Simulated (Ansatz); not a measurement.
The same molecule with X = V, Nb, Ta. Ansatz, PBE0-D4/def2-TZVP geometries, multiplicity 1. Each molecule was computed in one conformer, which needn't be the lowest.

Elements past krypton have def2 core potentials. Scalar relativity is left out up to krypton.

```tsv
X	molecule	mean X–C bond length / Å	mean X–O bond length / Å	HOMO–LUMO gap (PBE0/def2-TZVPP) / eV	LUMO energy (B3LYP/def2-TZVPP) / eV	HOMO–LUMO gap (PBE/def2-TZVPP) / eV
V	`[CH3][V]([CH3])(=[O])[OH]`	2.007	1.661	5.86	-2.87	3.19
Nb	`[CH3][Nb]([CH3])(=[O])[OH]`	2.155	1.795	6.23	-2.08	3.93
```

(1) Give the row for X = Ta, `[CH3][Ta]([CH3])(=[O])[OH]`. (Best estimate.)

Results:

(1) Ansatz gave: 
```
 X                      molecule  mean X–C bond length / Å  mean X–O bond length / Å  HOMO–LUMO gap (PBE0/def2-TZVPP) / eV  LUMO energy (B3LYP/def2-TZVPP) / eV  HOMO–LUMO gap (PBE/def2-TZVPP) / eV
Ta  `[CH3][Ta]([CH3])(=[O])[OH]`                     2.160                     1.811                                  6.67                                -1.68                                 4.38
```

From V to Ta the mean X–C bond length rises at each step, by 0.153 Å in all; the mean X–O bond length rises at each step, by 0.150 Å in all; the HOMO–LUMO gap (PBE0/def2-TZVPP) rises at each step, by 0.81 eV in all; the LUMO energy (B3LYP/def2-TZVPP) rises at each step, by 1.19 eV in all; the HOMO–LUMO gap (PBE/def2-TZVPP) rises at each step, by 1.19 eV in all.

Positive LUMOs are unbound, so they and the gaps depend on the basis.

B3LYP here is the variant with VWN-RPA as its local correlation; programs differ in this.
